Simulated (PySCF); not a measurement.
Isomers of C8H7ClO, mass 154.019 u with the commonest isotopes. Method: PBE0/pcSseg-1 in PySCF (dipole) on a GFN2-xTB geometry, gas phase. One conformer each, none proved a minimum here; rigid rotors.

Problem. Order these by radius of gyration √(Σ m r²/M), largest first.
A. `[CH3:1][C:2](=[O:3])[c:4]1[cH:5][cH:6][c:7]([Cl:8])[cH:9][cH:10]1` with C1–C2–C4–C5 -179°
B. `Clc1cccc2c1CCO2`
C. `[CH3:1][c:2]1[cH:3][cH:4][cH:5][cH:6][c:7]1[C:8](=[O:9])[Cl:10]` with C6–C7–C8–O9 -167°

Solution. A (2.592 Å), C (2.285 Å), B (2.205 Å).

Problem. Order these by out-of-plane moment Σ m c² = (Ia + Ib − Ic)/2, smallest first.
A. `[CH3:1][c:2]1[cH:3][cH:4][cH:5][cH:6][c:7]1[C:8](=[O:9])[Cl:10]` with C6–C7–C8–O9 -167° (o-toluoyl chloride)
B. `ClC1=C2CCOC2=CC=C1`
C. `[CH3:1][C:2](=[O:3])[c:4]1[cH:5][cH:6][c:7]([Cl:8])[cH:9][cH:10]1` with C1–C2–C4–C5 -179°

Solution. C (1.60 u·Å²), B (3.16 u·Å²), A (4.05 u·Å²).

Problem. Order these by dipole moment, smallest first.
A. `[CH3:1][c:2]1[cH:3][cH:4][cH:5][cH:6][c:7]1[C:8](=[O:9])[Cl:10]` with C6–C7–C8–O9 -167° (o-toluoyl chloride)
B. `[CH3:1][C:2](=[O:3])[c:4]1[cH:5][cH:6][c:7]([Cl:8])[cH:9][cH:10]1` with C1–C2–C4–C5 -179°
C. `Clc1cccc2c1CCO2`

Solution. C (1.10 D), B (2.41 D), A (3.85 D).

```tsv
SMILES	point group	Ia (u·Å²)	Ib (u·Å²)	Ic (u·Å²)	κ	μa (D)	μb (D)	μc (D)
Cc1ccccc1C(=O)Cl	C1	262.42	545.52	799.83	-0.54	3.74	0.94	0.13
CC(=O)c1ccc(Cl)cc1	–	136.17	900.43	1033.40	-0.96	0.38	2.38	0.04
Clc1cccc2c1CCO2	Cs	283.09	468.58	745.35	-0.28	0.81	0.74	0.00
```
